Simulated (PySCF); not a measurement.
Dipole response of Fe (iron, neutral)

[Ar] 3d6 4s2, high-spin 5D determinant. Computed with PySCF 2.14 in dyall-ae2z (15s11p6d2f, 92 functions), with scalar relativity by spin-free X2C-1e. Coupled (time-dependent) response in atomic units; α is the mean over directions. The basis has no added diffuse functions, which lowers α and C₆. A double-zeta set is small for polarisabilities.

```
method  mean α (bohr³)         α xx, yy, zz  C₆ (like pair)  S(−4)
   UHF           80.54  79.76, 79.76, 82.10           759.0   5616
   PBE           59.11  58.52, 58.52, 60.28           508.0   1992
  PBE0           63.15  62.51, 62.51, 64.43           557.8   2279
```

S(−4) is the Cauchy moment in α(ω) = α(0) + S(−4) ω² + …

Reference α: 62 ± 4 bohr³ (recommended; Schwerdtfeger and Nagle, table of static dipole polarizabilities (2023 update)). Published C₆: 482.0 (Chu and Dalgarno (2004); Tang, Norbeck and Certain (1976)).

Hartree-Fock lies above the reference because it lacks correlation, which contracts the outer shell.

α(iu) at UHF:

```csv
u (hartree),α(iu) (bohr³)
0,80.54
0.0500,70.67
0.100,54.94
0.200,30.94
0.300,18.86
0.500,9.351
0.750,5.367
1.00,3.679
1.50,2.187
2.00,1.502
3.00,0.8647
5.00,0.4131
```

The components differ because the open shell of this determinant is not spherical; for a pure term their mean is the scalar polarisability.
